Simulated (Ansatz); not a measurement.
AlAsCl3H3, SMILES `[Cl][Al-]([Cl])([Cl])[AsH3+]`. The species carries charge 0 and has multiplicity 1.

```csv
atom,x (Å),y (Å),z (Å)
Cl1,1.121,-2.488,0.105
Al2,1.347,-0.419,-0.203
Cl3,2.292,0.685,1.318
Cl4,1.624,0.236,-2.183
As5,-1.090,0.339,0.164
H6,-2.155,-0.218,-0.739
H7,-1.731,0.062,1.496
H8,-1.409,1.803,0.041
```

Q: List the harmonic frequencies (cm⁻¹, unscaled) at PBE0-D4/def2-TZVP in Ansatz. (Estimate.)

A: Computed: 61, 61, 89, 127, 137, 137, 265, 346, 346, 382, 576, 576, 888, 1002, 1002, 2302, 2324, 2324.

Q: Is this a minimum?

A: Yes, all 18 modes are real.

Q: Give the ideal-gas thermochemistry at 298.15 K and 1 bar (rigid rotor, harmonic oscillator; point group C3v, symmetry number 3).

A: Zero-point energy 77.4 kJ/mol; H(298) − E = 104.1 kJ/mol; entropy 409.6 J/(mol·K), of which translation 175.6, rotation 118.7, vibration 115.3; G(298) − E = -18.0 kJ/mol. Modes under 100 cm⁻¹ are hindered rotations or soft bends, so the harmonic entropy is rough.

Q: Rotational constants (cm⁻¹)?

A: 0.03641, 0.02612, 0.02612.
